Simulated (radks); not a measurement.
Excited configurations of Sm IV: one electron is placed in a higher orbital outside [Xe] 4f4. The ground configuration is [Xe] 4f5. Method: Dirac Kohn-Sham, PBEsol, spin-unpolarised, spherical densities, point nucleus; open shells fill j = l - 1/2 first; computed with a radial shooting solver on a logarithmic mesh with Libxc functionals. Excitation = E - E(ground); binding = E(ion) - E, where the ion is the core of charge +4; n* = 4/sqrt(2 binding) in atomic units, and the quantum defect is n - n*.

| outer orbital | excitation (eV) | binding (eV) | n* | quantum defect | eigenvalue (eV) | <r> (bohr) |
|---|---|---|---|---|---|---|
| 5d3/2 | 10.471 | 31.693 | 2.621 | 2.379 | -26.455 | 2.097 |
| 6s1/2 | 14.556 | 27.607 | 2.808 | 3.192 | -24.262 | 3.073 |
| 7s1/2 | 27.145 | 15.018 | 3.807 | 3.193 | -13.393 | 5.587 |
| 7d3/2 | 32.451 | 9.712 | 4.734 | 2.266 | -8.571 | 7.909 |
| 7f5/2 | 35.618 | 6.546 | 5.767 | 1.233 | -5.781 | 11.22 |

The Delta-SCF ionisation energy is 42.163 eV (NIST Atomic Spectra Database: 41.6 eV, semi-empirical). Self-interaction in the functional shifts the binding energies and quantum defects, so they are the method's values and not measured ones. Spin polarisation and multiplet splitting are left out, so open shells lie too high by an amount that depends on their filling.

Beside tabulated values, note that spin-unpolarised runs miss the spin-polarisation part of the exchange energy of open shells.
